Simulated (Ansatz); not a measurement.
Reactions of `CN[Si](Cl)(Cl)Cl`.

Program: Ansatz. Geometries: PBE0-D4/def2-TZVP. ΔE: electronic, gas phase. CCSD(T)/CBS is the MP2 limit (def2-TZVPP, def2-QZVPP) plus CCSD(T) − MP2 in def2-TZVPP, frozen cores. This one scheme is used for every species. For Ge outer-core shells are correlated without core-valence functions, which leaves a few kJ/mol of doubt a bond. Scalar relativity is left out up to krypton. One conformer a species, not always the lowest.

```json
{"reaction": "`CN[Si](Cl)(Cl)Cl` + `O[SiH](O)N[SiH2]F` → `CN([SiH2]F)[SiH](O)O` + `N[Si](Cl)(Cl)Cl`", "CCSD/CBS(def2) (kJ/mol)": "11"}
{"reaction": "`CN[Si](Cl)(Cl)Cl` + GeH₄ → `Cl[Si](Cl)(Cl)[GeH3]` + CH₃NH₂", "CCSD/CBS(def2) (kJ/mol)": "58"}
{"reaction": "`CN[Si](Cl)(Cl)Cl` + `CC(C)N` → `CC(C)N[Si](Cl)(Cl)Cl` + CH₃NH₂", "CCSD/CBS(def2) (kJ/mol)": "-1"}
{"reaction": "`CN[Si](Cl)(Cl)Cl` + HCl → `Cl[Si](Cl)(Cl)Cl` + CH₃NH₂", "CCSD/CBS(def2) (kJ/mol)": "-14"}
{"reaction": "`CN[Si](Cl)(Cl)Cl` + `CNP` → `CN(C)P` + `N[Si](Cl)(Cl)Cl`", "CCSD/CBS(def2) (kJ/mol)": "-15"}
{"reaction": "`CN[Si](Cl)(Cl)Cl` + `S[SiH2]Cl` → `Cl[SiH2]S[Si](Cl)(Cl)Cl` + CH₃NH₂", "CCSD/CBS(def2) (kJ/mol)": "17"}
```

Q: Give the CCSD(T)/CBS values in the same order. (Best estimate.)

A: Computed: 10, 57, -2, -14, -17, 12 kJ/mol.

Largest T1 diagnostic: 0.012, for `O[SiH](O)N[SiH2]F`.
